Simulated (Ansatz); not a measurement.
A first, cheap relaxation of C2H6AlNSi (`NC1=[CH][AlH][SiH2]1`).

```yaml
crystal:
  periodic: [false, false, false]
  atoms:
    - {symbol: N, position_ang: [2.049700, -0.413800, 0.201400]}
    - {symbol: C, position_ang: [0.581700, -0.232800, 0.138400]}
    - {symbol: C, position_ang: [-0.460700, -0.960500, 0.700400]}
    - {symbol: Al, position_ang: [-2.016400, -0.022400, 0.088800]}
    - {symbol: Si, position_ang: [-0.470000, 1.011100, -0.757000]}
    - {symbol: H, position_ang: [2.433800, -1.125900, 0.740400]}
    - {symbol: H, position_ang: [2.638300, 0.304700, -0.322100]}
    - {symbol: H, position_ang: [-0.352900, -1.816500, 1.346800]}
    - {symbol: H, position_ang: [-3.679400, -0.070800, 0.233000]}
    - {symbol: H, position_ang: [-0.286500, 2.372600, -0.170300]}
    - {symbol: H, position_ang: [-0.372200, 0.897200, -2.179300]}
basis:
  gaussian: {orbitals: def2-SVP}
hamiltonian: {xc: pbe, dispersion: d4}
relax: {f_tol: 0.03, max_steps: 200}
```

```sh
$ ansatz run in.yaml --threads 4 --pin off --events-out ev --progress --plain --max-ram 10444MiB
```

It prints (some lines left out):

```
Functional definition: PBE
mean field -18113.55775196 eV, -665.6609695742 hartree, gradient 4.8e-5 eV, S^2 0.000000; 0 other end points of the search recorded, 0 dependent functions left out
relax step   1: F+E_penalty+E_count = -18113.83144075 eV  Δ(F+E_penalty+E_count) = +0.000e0 eV  max|allowed force component| = 5.368e0 eV/Å  Δτ_max = 0.0000 Å  (30 SCF iters, accepted)
mean field -18115.17722373 eV, -665.7204840640 hartree, gradient 2.6e-5 eV, S^2 0.000000; 0 other end points of the search recorded, 0 dependent functions left out
relax step   2: F+E_penalty+E_count = -18115.44868274 eV  Δ(F+E_penalty+E_count) = -1.617e0 eV  max|allowed force component| = 2.281e0 eV/Å  Δτ_max = 0.1947 Å  (37 SCF iters, accepted)
mean field -18115.51678366 eV, -665.7329626613 hartree, gradient 1.3e-5 eV, S^2 0.000000; 0 other end points of the search recorded, 0 dependent functions left out
relax step   3: F+E_penalty+E_count = -18115.78849001 eV  Δ(F+E_penalty+E_count) = -3.398e-1 eV  max|allowed force component| = 4.790e-1 eV/Å  Δτ_max = 0.1954 Å  (30 SCF iters, accepted)
mean field -18115.54857660 eV, -665.7341310303 hartree, gradient 1.6e-5 eV, S^2 0.000000; 0 other end points of the search recorded, 0 dependent functions left out
relax step   4: F+E_penalty+E_count = -18115.82022934 eV  Δ(F+E_penalty+E_count) = -3.174e-2 eV  max|allowed force component| = 1.826e-1 eV/Å  Δτ_max = 0.1066 Å  (31 SCF iters, accepted)
mean field -18115.55226246 eV, -665.7342664829 hartree, gradient 1.6e-5 eV, S^2 0.000000; 0 other end points of the search recorded, 0 dependent functions left out
relax step   5: F+E_penalty+E_count = -18115.82395394 eV  Δ(F+E_penalty+E_count) = -3.725e-3 eV  max|allowed force component| = 1.450e-1 eV/Å  Δτ_max = 0.0432 Å  (31 SCF iters, accepted)
mean field -18115.55461996 eV, -665.7343531194 hartree, gradient 1.8e-5 eV, S^2 0.000000; 0 other end points of the search recorded, 0 dependent functions left out
relax step   6: F+E_penalty+E_count = -18115.82648942 eV  Δ(F+E_penalty+E_count) = -2.535e-3 eV  max|allowed force component| = 8.269e-2 eV/Å  Δτ_max = 0.0218 Å  (31 SCF iters, accepted)
mean field -18115.55504240 eV, -665.7343686441 hartree, gradient 1.8e-5 eV, S^2 0.000000; 0 other end points of the search recorded, 0 dependent functions left out
relax step   7: F+E_penalty+E_count = -18115.82679379 eV  Δ(F+E_penalty+E_count) = -3.044e-4 eV  max|allowed force component| = 7.388e-3 eV/Å  Δτ_max = 0.0062 Å  (33 SCF iters, accepted)
mean field -18115.55504240 eV, -665.7343686441 hartree, gradient 2.1e-5 eV, S^2 0.000000; 1 other end points of the search recorded, 0 dependent functions left out
Total energy: -18115.82683615 eV, -665.7443568802 hartree
Atom 0 at     1.811910    -0.380495     0.198896 Å, force     0.007388     0.002035    -0.000091 eV/Å
Atom 1 at     0.466017    -0.212922     0.134074 Å, force    -0.003968    -0.001031     0.000590 eV/Å
Atom 2 at    -0.492969    -1.015214     0.763565 Å, force     0.004041     0.005561    -0.004538 eV/Å
Atom 3 at    -2.122635    -0.169227     0.213057 Å, force    -0.002919     0.000454    -0.000538 eV/Å
Atom 4 at    -0.423481     1.193564    -0.860082 Å, force    -0.002413    -0.000637     0.000564 eV/Å
Atom 5 at     2.225658    -1.141215     0.742293 Å, force    -0.000996    -0.000794     0.000206 eV/Å
Atom 6 at     2.450763     0.247222    -0.284510 Å, force    -0.003441    -0.003876     0.002034 eV/Å
Atom 7 at    -0.170512    -1.876483     1.381551 Å, force     0.001492    -0.003350     0.002627 eV/Å
Atom 8 at    -3.692745    -0.384841     0.439283 Å, force     0.000570    -0.000135     0.000024 eV/Å
Atom 9 at     0.048209     2.552482    -0.384623 Å, force     0.000349     0.000912    -0.000691 eV/Å
Atom 10 at    -0.034815     1.130028    -2.323006 Å, force    -0.000103     0.000861    -0.000189 eV/Å
Dipole moment:     0.570369    -0.135715     0.077150 e Å
```

Run time 8.5 s (4 threads of an Arm Neoverse V2 on a shared host); peak host memory 0.16 GiB.
